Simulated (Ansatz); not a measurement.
Ansatz results at the PBE0-D4/def2-TZVP geometry: LUMO energy (PBE0/def2-TZVPP) -0.65 eV; HOMO energy (ωB97M-V/def2-TZVPP) -9.87 eV; HOMO–LUMO gap (PBE/def2-TZVPP) 4.62 eV.

Each molecule was computed in one conformer, which needn't be the lowest.

(1) Which molecule gave them?
A. `BCCI`
B. `[AlH2][O]CS`
C. `BCN[SiH3]`
D. `[CH3][Al]1[BH][O]1`

## Answers

(1) B. The others give `BCN[SiH3]`: -1.47, -9.16, 3.01; `BCCI`: -1.71, -9.40, 3.34; `[CH3][Al]1[BH][O]1`: -1.26, -7.89, 2.76.
